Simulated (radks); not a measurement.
Q: Br8+, configuration [Ar] 3d9. Method: Dirac Kohn-Sham, BLYP, spin-unpolarised, spherical densities, finite nucleus; open shells fill j = l - 1/2 first; Fermi nuclear charge, rms radius 4.1629 fm; computed with a radial shooting solver on a logarithmic mesh with Libxc functionals. Some entries of the table are withheld. Estimate them.

| orbital | occ. | eigenvalue (eV) | <1/r> (bohr^-1) |
|---|---|---|---|
| 1s1/2 | 2 | -13470.36 | 35.66 |
| 2s1/2 | 2 | -1884.633 | 7.958 |
| 2p1/2 | 2 | -1712.892 | (1) |
| 2p3/2 | 4 | -1665.302 | (2) |
| 3s1/2 | 2 | (3) | 2.643 |
| 3p1/2 | 2 | -322.4201 | (4) |
| 3p3/2 | 4 | -315.2959 | (5) |
| 3d3/2 | 4 | (6) | 2.251 |
| 3d5/2 | 5 | (7) | 2.236 |

A: 
(1) 2p1/2 <1/r> (bohr^-1): 7.927
(2) 2p3/2 <1/r> (bohr^-1): 7.667
(3) 3s1/2 eigenvalue (eV): -382.4172
(4) 3p1/2 <1/r> (bohr^-1): 2.535
(5) 3p3/2 <1/r> (bohr^-1): 2.474
(6) 3d3/2 eigenvalue (eV): -211.0562
(7) 3d5/2 eigenvalue (eV): -209.8676
